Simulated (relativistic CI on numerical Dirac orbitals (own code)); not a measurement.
**Mn6+ in a cubic cluster: 2p photoemission with charge transfer**

Computed with a charge-transfer multiplet model of a cubic metal-ligand cluster with up to 2 ligand holes, Slater and spin-orbit integrals from Dirac-Coulomb-Breit ions, Slater integrals scaled by 0.9. The parameters are those of a tetrahedral site (10Dq negative, t2 hopping the larger). The ground state mixes d1 with configurations of k ligand holes L, whose averages lie at kΔ + k(k − 1)U_dd/2; a core hole lowers each added d electron by U_cd. 300 K, Lorentzian 0.6 eV and Gaussian 0.8 eV FWHM.

Atomic integrals in eV (Slater integrals scaled, ζ unscaled), ground: F2dd 11.938, F4dd 7.546, zeta_d 0.064; with the core hole: F2dd 11.938, F4dd 7.546, zeta_d 0.092, zeta_core 6.783, F2cd 8.752, G1cd 7.048, G3cd 4.019. Where a configuration has fewer than two d electrons, the dd integrals are those of d2.

Cluster parameters (eV): U_dd = 6.9, U_cd = 8.8, 10Dq = -0.4, 10Dq(ligand) = 0, V(eg) = 0.75, V(t2g) = -1.27, final-state hopping factor = 0.8.

```tsv
Case	n_d	d1	d2L	d3L2	S
Δ = -3.5 eV	2.18	0.08	0.65	0.26	0.50
Δ = -1.5 eV	1.99	0.17	0.67	0.16	0.50
Δ = -0.5 eV	1.89	0.23	0.64	0.12	0.50
```

Weights, n_d and S are thermal averages at 300 K. Binding energies count from the first peak over 30 % of the highest in each spectrum, which can be another peak from case to case. The parameters are a model scan and need not match a compound or its usual spin state. Peaks in eV (height, largest 100):
- Δ = -3.5 eV: 0.0 (100), 1.4 (99), 3.3 (52), 5.4 (43), 9.6 (61), 12.1 (69), 16.6 (25), 17.8 (27), 21.0 (30), 26.0 (13)
- Δ = -1.5 eV: 0.0 (100), 1.4 (98), 3.3 (57), 5.3 (51), 8.3 (64), 12.1 (67), 17.9 (34), 19.8 (43), 24.5 (14), 30.4 (10)
- Δ = -0.5 eV: 0.0 (100), 1.5 (96), 3.4 (58), 5.4 (54), 8.0 (59), 12.2 (69), 17.9 (53), 24.0 (13), 28.7 (14)

Curve for Δ = -1.5 eV (points under 2 left out, the grid thinned):

```csv
E (eV),Intensity
-3.6,2.4
-2.8,3.7
-2.1,6.0
-1.3,16.1
-0.5,73.9
0.3,90.6
1.0,88.8
1.8,88.9
2.6,57.3
3.4,57.3
4.1,44.2
4.9,48.5
5.7,50.2
6.4,44.6
7.2,44.7
8.0,62.4
8.8,61.1
9.5,53.7
10.3,43.1
11.1,41.5
11.9,64.7
12.6,61.7
13.4,54.3
14.2,48.7
14.9,35.9
15.7,22.9
16.5,21.6
17.3,29.1
18.0,34.1
18.8,32.0
19.6,42.1
20.4,36.8
21.1,23.6
21.9,13.0
22.7,8.5
23.4,7.9
24.2,13.5
25.0,11.9
25.8,7.2
26.5,3.2
29.5,3.7
30.3,9.7
31.1,5.7
34.0,2.2
34.8,2.2
```

For the case Δ = -0.5 eV, Δ = -0.5 eV is smaller than U_dd = 6.9 eV, the charge-transfer side of the Zaanen-Sawatzky-Allen scheme (negative Δ: between configuration averages a ligand hole costs less than the nominal valence; multiplet and field energies can change this for the lowest states). With the core hole the configuration with one ligand hole lies at Δ − U_cd = -12.3, -10.3, -9.3 eV from the one without, in the order of the table; where this is negative the screened configuration lies lower.

With at most 2 ligand holes the space is cut while the next configuration still counts, so covalency is underestimated, and a final configuration with one more ligand hole, which can lie low, is missing from the spectra.
